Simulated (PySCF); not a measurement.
**Fluorine: a sound run and one with changed settings**

Sound run: F⁺ [He] 2s2 2p4, F²⁺ [He] 2s2 2p3. Calculation: PySCF 2.14, in def2-TZVP (5s3p2d1f, 31 functions); the non-relativistic Hamiltonian (point nucleus). In the sound run the correlated levels freeze 1s2. The sound run starts from symmetry-adapted Hartree-Fock orbitals and uses a fine grid where one is needed.

Changed run: initial guess sap, at most 50 SCF cycles, level shift 0.5 hartree.

```csv
species,method,sound run (hartree),changed run (hartree),converged
F⁺,UHF,-98.83647,-98.83647,yes
F⁺,BP86,-99.10959,-99.10959,yes
F⁺,TPSS,-99.13388,-99.13388,yes
F⁺,MP2,-98.97723,-98.96054,yes
F⁺,CCSD(T),-98.99489,-98.99489,yes
F²⁺,UHF,-97.60872,-97.60872,yes
F²⁺,BP86,-97.80240,-97.80240,yes
F²⁺,TPSS,-97.83025,-97.83025,yes
F²⁺,MP2,-97.70578,-97.69454,yes
F²⁺,CCSD(T),-97.72119,-97.72119,yes
```

Ionisation energy of F⁺:

| method | sound run (eV) | changed run (eV) |
| --- | --- | --- |
| UHF | 33.409 | 33.409 |
| BP86 | 35.571 | 35.571 |
| TPSS | 35.474 | 35.474 |
| MP2 | 34.598 | 34.450 |
| SCS-MP2 | 34.692 | 34.541 |
| CCSD | 34.638 | 34.638 |
| CCSD(T) | 34.659 | 34.659 |

A level shift leaves the converged SCF energy unchanged but raises the virtual orbital energies, which shrinks MP2 if it is not removed.

For comparison, NIST gives 34.971 eV between the lowest levels.
